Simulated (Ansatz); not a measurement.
The cluster Ba2S2⁻. Charge -1, multiplicity 2. Geometry r2SCAN-D4/def2-SVPD; atoms count from 1.

```xyz
4

Ba   -0.543   -1.189    1.544
Ba    0.543    1.189   -1.544
S     1.934   -0.228    0.504
S    -1.934    0.228   -0.503
```

In the def2 sets Ba takes a core potential; there is no spin–orbit coupling. The highest occupied level of the charge -1 doublet lies above zero (up to 0.31 eV). By energy differences its removal costs 0.48 eV (vertical, to the charge 0 singlet, at PBE0-D4/def2-TZVPD); a positive level beside a positive removal energy at the same level points to self-interaction error. The structure comes from a short search, and lower isomers may exist.

Q: Estimate the Mulliken populations from the PBE0/def2-TZVPD orbitals of Ansatz.

A: 
| atom | charge (e) | spin (α − β) |
| --- | --- | --- |
| Ba1 | 0.91 | 0.53 |
| Ba2 | 0.91 | 0.53 |
| S3 | -1.41 | -0.03 |
| S4 | -1.41 | -0.03 |
Mulliken values and Mayer orders depend strongly on the basis. With diffuse functions, as here, like atoms can get unlike values, and bond orders can come out too low or too high.

Q: Where does the spin sit?

A: Summed by element: Ba 1.06, S -0.06, of 1 unpaired in all. Largest on single atoms: Ba2 0.53, Ba1 0.53, S4 -0.03.

Q: And the Mayer bond orders between bonded heavy atoms (over 0.3)?

A: Ba1–Ba2 0.59 (4.05 Å); Ba1–S3 0.48 (2.85 Å); Ba1–S4 0.48 (2.85 Å); Ba2–S3 0.48 (2.85 Å); Ba2–S4 0.48 (2.85 Å).
